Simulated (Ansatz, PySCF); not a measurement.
Process, species as SMILES: [B]Cl → [B][Cl+] + e-
Each molecule is optimised on its own at B3LYP-D3(BJ)/def2-TZVP (Ansatz, a quantum-chemistry and plane-wave program). Unstable Hartree-Fock reference: [B]Cl.
Geometry of the first species:
```xyz
2

B      0.0000     0.0000    -1.3302
Cl     0.0000     0.0000     0.3912
```
Charge 0, spin multiplicity 1.

Wanted: adiabatic ionisation energy (0 K, with B3LYP-D3(BJ) harmonic zero-point energies from PySCF), in eV. Cores are frozen in the correlated levels unless marked. UHF or UKS for open shells. Spin-orbit coupling is left out. Non-relativistic unless marked X2C. Basis-set limits of correlation are two-point, X^-3; Hartree-Fock from the larger set (for Q and 5 zeta extrapolated as (X+1)exp(-9√X)).

| level | program | adiabatic ionisation energy (eV) | minus last row |
|---|---|---|---|
| SVWN5/def2-TZVPD | Ansatz | 9.80 | -0.20 |
| BLYP/def2-TZVPD | Ansatz | 9.69 | -0.31 |
| PBE0/def2-SVP | Ansatz | 9.70 | -0.30 |
| CAM-B3LYP-D3(BJ)/def2-TZVPD | Ansatz + dftd3 | 9.86 | -0.14 |
| CCSD/aug-cc-pV(D+d)Z | Ansatz | 9.89 | -0.11 |
| CCSD/def2-SVPD | Ansatz | 9.78 | -0.22 |
| CCSD/def2-QZVPP | Ansatz | 9.93 | -0.07 |
| CCSD(T)/aug-cc-pV(D+d)Z | Ansatz | 9.90 | -0.10 |
| CCSD(T)/def2-SVP | Ansatz | 9.61 | -0.39 |
| CCSD(T)/def2-SVPD | Ansatz | 9.79 | -0.21 |
| CCSD(T)/cc-pVTZ | Ansatz | 9.93 | -0.07 |
| CCSD(T)/def2-TZVPP | Ansatz | 9.90 | -0.10 |
| X2C-CCSD(T)/cc-pVTZ-DK | Ansatz | 9.92 | -0.08 |
| CCSDT(Q)/cc-pV(D+d)Z | Ansatz | 9.76 | -0.24 |
| CCSD(T)/CBS(cc-pV(Q+d)Z,cc-pV(5+d)Z) | Ansatz | 10.00 | 0.00 |
